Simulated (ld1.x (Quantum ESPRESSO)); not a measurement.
## u(r) = r·R(r): atom against pseudo-atom (aluminium)

Columns: radius, all-electron u(r) and pseudo u(r) of the 3p shell (level -2.71 eV) of aluminium in the configuration [Ne] 3s2 3p1; PBE, scalar-relativistic, TM scheme, ld1.x (Quantum ESPRESSO) 7.5.

```tsv
r (bohr)	all-electron	pseudo
0.150	0.1223	-0.0053
0.300	0.2084	-0.0210
0.450	0.1991	-0.0464
0.600	0.1331	-0.0805
0.750	0.0431	-0.1219
0.900	-0.0526	-0.1691
1.050	-0.1444	-0.2199
1.200	-0.2279	-0.2725
1.350	-0.3011	-0.3246
1.500	-0.3641	-0.3745
1.650	-0.4173	-0.4201
1.800	-0.4611	-0.4602
1.950	-0.4957	-0.4936
2.100	-0.5217	-0.5199
2.250	-0.5401	-0.5389
2.400	-0.5517	-0.5511
2.550	-0.5573	-0.5570
2.700	-0.5577	-0.5577
2.850	-0.5539	-0.5539
3.000	-0.5465	-0.5465
3.150	-0.5361	-0.5361
3.300	-0.5234	-0.5234
3.450	-0.5089	-0.5089
3.600	-0.4931	-0.4931
3.750	-0.4762	-0.4762
3.900	-0.4587	-0.4587
```

Question: How many radial nodes do the two functions have?

Answer: The all-electron 3p function has n − l − 1 = 1; the pseudo-wave has 0, since the states of the same l below it are removed with the core.

Question: At about which radius was the pseudo-wave matched?

Answer: 3.00 bohr. The columns agree to 0.0005 from 2.55 bohr on; several derivatives are matched, so the curves merge somewhat inside the radius.

Question: Where does each function peak?

Answer: Outermost all-electron maximum near 2.70 bohr, pseudo maximum near 2.70 bohr (to the table’s step).

Question: Is the pseudo-wave norm-conserving?

Answer: Yes: the TM scheme keeps the norm inside the radius equal to the all-electron one, which fixes the energy derivative of the logarithmic derivative at the level.
